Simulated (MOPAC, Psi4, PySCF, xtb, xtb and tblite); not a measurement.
Two geometries of SMILES C(=Cc1ccc[se]1)c1nccs1, relaxed at GFN2-xTB with one dihedral held; other torsions can differ between them too.

Structure A

```
19

C     -0.8106    -1.6968    -0.1052
C      0.5034    -1.7763    -0.3773
C      1.5082    -0.7523    -0.2374
C      1.6748     0.1530     0.7744
C      2.8007     0.9937     0.6554
C      3.5624     0.7746    -0.4483
Se     2.9075    -0.6056    -1.4948
C     -1.6139    -0.5563     0.2206
N     -2.8437    -0.6779     0.6088
C     -3.4651     0.5051     0.7547
C     -2.7112     1.5983     0.4572
S     -1.1291     1.1261    -0.0154
H     -1.4042    -2.5991    -0.1790
H      0.8748    -2.7273    -0.7433
H      1.0090     0.1957     1.6195
H      3.0358     1.7489     1.3863
H      4.4478     1.3127    -0.7355
H     -4.4884     0.5206     1.0838
H     -2.9835     2.6336     0.4885
```

Structure B

```
19

C     -0.9326    -1.5337     0.5400
C      0.4083    -1.5945     0.5048
C      1.3696    -0.5305     0.3974
C      2.6950    -0.7204     0.0880
C      3.5091     0.4270     0.1504
C      2.8635     1.5554     0.5484
Se     1.0643     1.2650     0.8727
C     -1.7770    -0.3935     0.2890
N     -2.8675    -0.1443     0.9295
C     -3.5347     0.9153     0.4319
C     -2.9668     1.5022    -0.6549
S     -1.5124     0.6957    -1.0829
H     -1.4863    -2.4349     0.7700
H      0.8619    -2.5723     0.6220
H      3.0783    -1.6851    -0.2018
H      4.5587     0.4064    -0.0905
H      3.2952     2.5329     0.6707
H     -4.4483     1.2251     0.9062
H     -3.3111     2.3410    -1.2246
```

Problem. Which is lower in energy at the level B3LYP-D3(BJ)/def2-SVP // GFN2-xTB (Psi4), and by how much?

Solution. A is lower, by 5.13 kJ/mol (dihedral C2–C1–C8–S12: 15° in A, 45° in B).

E(B) − E(A) in kJ/mol at the other levels, on the same two geometries: GFN2-xTB (xtb and tblite) 1.33; B3LYP/def2-SVP // GFN2-xTB (Psi4) 7.78; PBE/def2-SVP // GFN2-xTB (Psi4) 5.66; PBE-D3(BJ)/def2-SVP // GFN2-xTB (Psi4) 4.80; PM3, restricted, heats of formation // GFN2-xTB (MOPAC) -13.14; AM1, restricted, heats of formation // GFN2-xTB (MOPAC) -3.54; GFN1-xTB // GFN2-xTB (xtb) 4.27; restricted B3LYP/6-31G*, spherical d, density fitting // GFN2-xTB (PySCF) 10.37; restricted BP86/6-31G*, spherical d, density fitting // GFN2-xTB (PySCF) 8.39.
